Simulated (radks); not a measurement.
Results of a calculation; reference values are marked as such.
These are the eigenvalues of the occupied orbitals of an atom or ion with whole-number occupations (eV). Code: a radial shooting solver on a logarithmic mesh with Libxc functionals. Model: Dirac Kohn-Sham, Slater X-alpha with alpha = 0.792, spin-unpolarised, spherical densities, finite nucleus; Fermi nuclear charge, rms radius of each element as measured or else 0.836 A^(1/3) + 0.57 fm.

| orbital | eigenvalue |
|---|---|
| 1s1/2 | -50122.70 |
| 2s1/2 | -8300.876 |
| 2p1/2 | -7892.012 |
| 2p3/2 | -7193.271 |
| 3s1/2 | -1854.516 |
| 3p1/2 | -1675.787 |
| 3p3/2 | -1532.139 |
| 3d3/2 | -1221.307 |
| 3d5/2 | -1189.883 |
| 4s1/2 | -385.4018 |
| 4p1/2 | -315.4792 |
| 4p3/2 | -283.3327 |
| 4d3/2 | -167.5037 |
| 4d5/2 | -161.6632 |
| 5s1/2 | -64.4472 |
| 5p1/2 | -44.9341 |
| 5p3/2 | -40.4060 |
| 4f5/2 | -24.7109 |
| 4f7/2 | -23.9204 |
| 5d3/2 | -15.6790 |

Which element is it, and in what charge state? The configuration may be excited. Open shells, if any, fill j = l - 1/2 first.

Answer. Z = 64, gadolinium, charge +2: Gd2+ in [Xe] 4f7 5d1. The list shows which subshells hold electrons but not how many an open one holds; the 1s level, -1842 hartree, gives Z - s = 60.7 by -(Z - s)^2/2, which with screening and relativity narrows Z to a few neighbours, and the depths of the outer levels then fix element, charge and occupations together.
